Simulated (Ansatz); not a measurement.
Species: C$_{3}$H$_{3}$N$_{2}$ (charge -1, singlet). It need not be the lowest isomer of its formula. Whether it binds its extra electron was not tested at this geometry. 
Coordinates optimised at B3LYP-D3(BJ)/def2-TZVP (Ansatz, an electronic-structure program):
```
C
N 1 1.3318
N 2 1.3775 1 101.56
H 3 1.0040 2 116.30 1 -180.00
C 3 1.3670 4 125.34 2 180.00
H 1 1.0845 2 118.97 3 -180.00
C 1 1.4109 6 129.37 2 -180.00
H 7 1.0826 1 125.75 6 0.00
```
Charge -1, spin multiplicity 1.

Basis-set convergence of Hartree-Fock and CCSD(T) correlation energies (hartree) with Ansatz. Correlated levels leave the core frozen unless marked. Spin-orbit coupling is left out. Non-relativistic. This anion needs diffuse functions, which these sets lack.

| basis | functions | E(HF) | E(corr, CCSD(T)) |
|---|---|---|---|
| cc-pVDZ | 85 | -224.16737 | -0.78033 |
| cc-pVTZ | 192 | -224.23110 | -0.94819 |
| cc-pVQZ | 365 | -224.25003 | -1.00230 |
| cc-pV5Z | 620 | ___ | ___ |

Question: Fill in the missing entries.

Answer: 
- cc-pV5Z, E(HF): -224.25600
- cc-pV5Z, E(corr, CCSD(T)): -1.02089
